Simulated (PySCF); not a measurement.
# Removal energies of S⁶⁺ from EOM-IP-GCCSD

Reference: closed-shell S⁶⁺, [Ne]; one electron is removed. Calculated with PySCF 2.14, two-component X2C-1e with screened spin-orbit coupling, an uncontracted even-tempered set (19 s from 0.11 bohr⁻², ratio 2.6; 13 p from 0.15 bohr⁻², ratio 2.6; 7 d from 0.15 bohr⁻², ratio 2.8; 3 f from 9.5 bohr⁻², ratio 2.8); frozen 1s2; the 50 highest virtual spinors dropped; of the others 44 kept and the rest restored at second order. No Breit or QED terms. Binding energies in eV.

```
level  Koopmans  second order  EOM-CCSD
2s1/2    346.61        342.91    343.16
2p1/2    283.87        281.56    281.92
2p3/2    282.50        280.23    280.59
```

For comparison, the ionisation energy of S⁶⁺ is 280.95 eV (measured; NIST Atomic Spectra Database, ionization energies).

The screened spin-orbit operator tends to give fine-structure splittings of light species too large.
